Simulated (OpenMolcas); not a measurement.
# neutral nickel: Racah parameters, the spin-orbit constant, worked from levels

| Property | Result |
| --- | --- |
| Program | OpenMolcas 26.06 |
| Basis | ANO-RCC-VTZP [6s5p3d2f1g] |
| Scalar Hamiltonian | DKH2, point nucleus |
| Active space | 10 electrons in 6 orbitals (3d 4s) |
| State averaging | 2S+1 = 3 even, 15 roots; 2S+1 = 1 even, 19 roots |
| Spin-orbit coupling | RASSI with atomic mean-field integrals over the reference wave functions, term energies averaged over their components |

Methods: CASSCF; MS-CASPT2, IPEA 0.25 Eh, imaginary shift 0.1 Eh (closed shells correlated: 3s 3p).

**Racah parameters.** Above ³F, d8 has ³P at 15B, ¹G at 12B + 2C and ¹D at 5B + 2C. The first two fix B and C, and the third tests them; where it misses by thousands of cm-1, two parameters do not describe the configuration (Trees and configuration-interaction terms are left out) and B and C hang on the terms chosen. Term energies are centres of gravity, weighted by 2J + 1.

```json
{"Source": "CASSCF", "³P": "18874", "¹G": "23245", "B": "1258", "C": "4073", "C/B": "3.24", "¹D from B, C": "14436", "¹D found": "14283"}
{"Source": "MS-CASPT2", "³P": "15377", "¹G": "21988", "B": "1025", "C": "4843", "C/B": "4.72", "¹D from B, C": "14811", "¹D found": "12671"}
```

Energies in cm-1. From CASSCF to MS-CASPT2, B changes by -18.5 % and C by +18.9 %.

**The spin-orbit constant.** For the Hund term ³F of d8, E(J) = (A/2) J(J+1) + constant and ζ = -2S·A = -2A. From J = 2 to J = 4 the energy changes by 7 A.

| Source | E(4) - E(2) | A | ζ |
| --- | --- | --- | --- |
| CASSCF | -2159.3 | -308.5 | 617 |
| MS-CASPT2 | -2144.5 | -306.4 | 613 |

All in cm-1. Both methods take the spin-orbit matrix elements from the reference wave functions, so the second can move ζ only through the term energies and any multistate remixing. Second-order mixing with other terms is absorbed into this ζ.

Term energies are means over components that CASPT2 splits; among the terms shown or strongly mixed into the levels shown the widest spread is 1300 cm-1 (3d⁸ 4s² ³F, MS-CASPT2). Over all roots computed the reference weight is 0.81 to 0.89 in MS-CASPT2; the roots of lowest weight are the least certain, and an intruder state may touch them. Without dynamic correlation excited terms often stand tens of per cent too high (terms of higher spin than the ground term too low), and those without a measured partner can miss by more than the paired ones (holds for CASSCF). Only configurations of the active space appear.
